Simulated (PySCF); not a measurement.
SMILES CC[O][AlH][OH], PBE0/def2-SVP optimised geometry.

```
12

Al     0.95    -0.78     0.00
H      0.24    -2.18     0.00
O      2.65    -0.78     0.00
H      3.20     0.01     0.00
O      0.14     0.71     0.00
C     -1.08     1.37    -0.01
C     -2.26     0.46    -0.31
H     -1.23     1.87     0.97
H     -1.04     2.18    -0.76
H     -2.36    -0.32     0.46
H     -3.20     1.04    -0.33
H     -2.14    -0.03    -1.29
```

Density from PBE0/def2-TZVP in PySCF 2.14.0 at that geometry.

Minimum of the electron density along straight lines between bonded atoms, close to the bond critical point (lines longer than 1.1 times the sum of covalent radii, or with two minima, are not listed):

| bond | length / Å | ρ at the minimum / e bohr⁻³ | ∇²ρ there / e bohr⁻⁵ | position (fraction from the first atom) |
|---|---|---|---|---|
| Al1–H2 | 1.573 | [?] | 0.21 | 0.51 |
| Al1–O3 | 1.698 | 0.110 | 0.80 | 0.43 |
| O3–H4 | 0.958 | [?] | [?] | 0.81 |
| Al1–O5 | 1.690 | 0.106 | 0.83 | 0.43 |
| O5–C6 | 1.389 | 0.266 | -0.46 | 0.66 |
| C6–C7 | 1.517 | 0.255 | -0.66 | 0.50 |
| C6–H8 | 1.107 | 0.277 | -0.96 | 0.64 |
| C6–H9 | 1.107 | 0.278 | -0.96 | 0.64 |
| C7–H10 | 1.102 | 0.271 | -0.91 | 0.64 |
| C7–H11 | 1.101 | 0.270 | -0.90 | 0.64 |
| C7–H12 | 1.102 | 0.271 | -0.90 | 0.64 |

Some entries are withheld; supply them.


- Al1–H2, ρ at the minimum / e bohr⁻³: 0.085
- O3–H4, ρ at the minimum / e bohr⁻³: 0.358
- O3–H4, ∇²ρ there / e bohr⁻⁵: -2.44
